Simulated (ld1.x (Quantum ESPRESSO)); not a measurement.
**Before and after: RRKJ potential for antimony**

```
Element                 : Sb (Z = 51)
Generator               : ld1.x (Quantum ESPRESSO) 7.5
Type                    : norm-conserving RRKJ (Kleinman–Bylander form)
Functional              : PBE
Relativity              : scalar-relativistic
Frozen core             : [Kr]
Valence charge          : 15
Reference configuration : 4d10 5s1.75 5p3.25
Partial waves           : 5s (bound): rc 2.10 bohr; 4d (bound): rc 1.40 bohr; 5p (bound): rc 2.25 bohr
Local potential         : the p channel
Core correction         : none
rho0                    : 0.001
```

All-electron outer shells of the reference configuration (PBE, scalar-relativistic, ld1.x):

```
shell  level (eV)  outermost node (bohr)  outermost maximum (bohr)
   4s     -149.21                   0.39                      0.73
   4p     -102.16                   0.39                      0.76
   4d      -33.86                   0.38                      0.84
   5s      -13.04                   0.95                      1.90
   5p       -4.98                   1.04                      2.32
```

Change: wave 4d (bound): rc 1.40 bohr becomes 4d (bound): rc 1.34 bohr.

Cutoffs: the cutoffs (Ry, on a coarse ladder) from which the occupation-weighted sum of valence levels, in a spherical-Bessel basis at the reference potential, stays within 10 and 1 mRy of its value at 400 Ry; they do not see the model core or the augmentation charge, which bear on the density cutoff. Errors are all-electron minus pseudo energies relative to the spin-unpolarised reference configuration.

Task: Predict the effect on cutoff, ghosts and configuration errors.

Result: The potential gets harder (80 Ry and 90 Ry → 90 Ry and 100 Ry); the errors of the 7 common tests hardly move; neither file shows a bound ghost. A smaller radius makes the pseudo-wave follow the all-electron one further in, where it bends more sharply, so more plane waves are needed.

| quantity | base | changed |
| --- | --- | --- |
| cutoff, loose | 80 Ry | 90 Ry |
| cutoff, tight | 90 Ry | 100 Ry |
| bound ghosts | none | none |
| error for 4d10 5s2 5p3, meV [ΔE -2.01 eV] | +0.3 | +0.3 |
| error for 4d10 5s2 5p2, meV [ΔE 6.31 eV] | -0.9 | -0.9 |
| error for 4d10 5s2 5p1, meV [ΔE 22.28 eV] | +1.7 | +1.6 |
| error for 4d10 5s1 5p0, meV [ΔE 90.98 eV] | +77 | +77 |
| error for 4d10 5s0 5p5, meV [ΔE 14.42 eV] | +4.1 | +4.1 |
| error for 4d9 5s2 5p3, meV [ΔE 38.73 eV] | -326 | -339 |
| error for 4d10 5s2 5p0, meV [ΔE 46.69 eV] | +14 | +14 |
| s: phases at 2.46 bohr within 0.05 rad from the reference energy up to (Ry; the scan ends near 5) | 1.6 | 1.6 |
| p: phases at 2.46 bohr within 0.05 rad from the reference energy up to (Ry; the scan ends near 5) | 3.7 | 3.7 |
| d: phases at 2.46 bohr within 0.05 rad from the reference energy up to (Ry; the scan ends near 5) | -0.2 | -0.2 |
